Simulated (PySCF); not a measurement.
**Magnetisability: `ClC([C@@H](C(C)C)F)=O`, C$_{5}$H$_{8}$ClFO**

Molfile (atoms numbered from 1):
```
C5H8ClFO
     RDKit          3D

 16 15  0  0  0  0  0  0  0  0999 V2000
   -1.6888   -0.6913   -0.3090 C   0  0  0  0  0  0  0  0  0  0  0  0
   -0.4527   -0.0069    0.2680 C   0  0  0  0  0  0  0  0  0  0  0  0
   -0.3355    1.4307   -0.2317 C   0  0  0  0  0  0  0  0  0  0  0  0
    0.8081   -0.8088   -0.1195 C   0  0  1  0  0  0  0  0  0  0  0  0
    0.9617   -0.8281   -1.4795 F   0  0  0  0  0  0  0  0  0  0  0  0
    2.0248   -0.2356    0.5714 C   0  0  0  0  0  0  0  0  0  0  0  0
    2.1862   -0.2183    1.7483 O   0  0  0  0  0  0  0  0  0  0  0  0
    3.2099    0.4466   -0.5158 Cl  0  0  0  0  0  0  0  0  0  0  0  0
   -1.8024   -1.6939    0.0968 H   0  0  0  0  0  0  0  0  0  0  0  0
   -1.6081   -0.7598   -1.3912 H   0  0  0  0  0  0  0  0  0  0  0  0
   -2.5782   -0.1173   -0.0642 H   0  0  0  0  0  0  0  0  0  0  0  0
   -0.5029   -0.0134    1.3612 H   0  0  0  0  0  0  0  0  0  0  0  0
   -0.1979    1.4435   -1.3104 H   0  0  0  0  0  0  0  0  0  0  0  0
    0.5079    1.9354    0.2339 H   0  0  0  0  0  0  0  0  0  0  0  0
   -1.2407    1.9819    0.0084 H   0  0  0  0  0  0  0  0  0  0  0  0
    0.7011   -1.8559    0.1988 H   0  0  0  0  0  0  0  0  0  0  0  0
  1  2  1  0
  2  3  1  0
  2  4  1  0
  4  5  1  0
  4  6  1  0
  6  7  2  0
  6  8  1  0
  1  9  1  0
  1 10  1  0
  1 11  1  0
  2 12  1  0
  3 13  1  0
  3 14  1  0
  3 15  1  0
  4 16  1  1
M  END
```

Method used: GIAO KT3/pcSseg-1 magnetisability, rotational g tensor and spin-rotation constants, non-relativistic, gas phase in PySCF 2.14.0. Geometry: GFN2-xTB.

Question: How diamagnetic is it, and how anisotropic?

Answer: Isotropic -1286 × 10⁻³⁰ J/T², or -77.4 × 10⁻⁶ cm³/mol; principal values -1367, -1300, -1189 × 10⁻³⁰ J/T², anisotropy 156 × 10⁻³⁰ J/T² (root of half the summed squared differences of the principal values). The susceptibility is in cgs units.

Question: Split it along the inertial axes a, b, c into diamagnetic and paramagnetic parts about the centre of mass, with the quadrupole moment.

Answer: 
| axis | χ (10⁻⁶ cm³/mol) | diamagnetic (10⁻⁶ cm³/mol) | paramagnetic (10⁻⁶ cm³/mol) | summed x² of all electrons (Å²) | quadrupole Θ (D Å) |
| --- | --- | --- | --- | --- | --- |
| a | -77.2 | -525.8 | 448.6 | 218.0 | +1.78 |
| b | -72.8 | -1159.6 | 1086.7 | 68.7 | -6.43 |
| c | -82.2 | -1216.4 | 1134.2 | 55.3 | +4.66 |

Anisotropies 2χaa − χbb − χcc = +0.6 and 2χbb − χaa − χcc = +13.8 × 10⁻⁶ cm³/mol. Θ is traceless in Buckingham's convention.

Question: And the rotational g tensor?

Answer: 
```
axis  rotational constant (GHz)        g  nuclear part  electronic part
   a                     2.7796  -0.0273        0.5585          -0.5858
   b                     1.1258  -0.0109        0.5639          -0.5748
   c                     1.0402  -0.0086        0.5456          -0.5543
```
Asymmetric top; isotopes 12C, 35Cl, 19F, 1H, 16O; no vibrational averaging.
